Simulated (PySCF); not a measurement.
Computed with PBE-D3(BJ)/def2-TZVP // r2SCAN-D4/def2-SVP (PySCF). Isolated molecules, 0 K electronic values unless said otherwise. One relaxed conformer stands for a flexible species; it need not be the lowest. 

Reference species: [Sc(Cl)3] (neutral, multiplicity 1).

| Property | Result |
|---|---|
| charge on the central atom (Mulliken) | 1.04 e |
| HOMO–LUMO gap | 3.71 eV |

Changed species: [Sc(Cl)2(OH)] (1 of 3 Cl replaced by OH; the reference has 0 of 3 Cl replaced by OH).

**Question.** What does the change do to the charge on the central atom (Mulliken) and HOMO–LUMO gap?

**Answer.** the charge on the central atom (Mulliken) rises by 0.11 e, to 1.15 e; the HOMO–LUMO gap increases by 0.16 eV, to 3.87 eV.
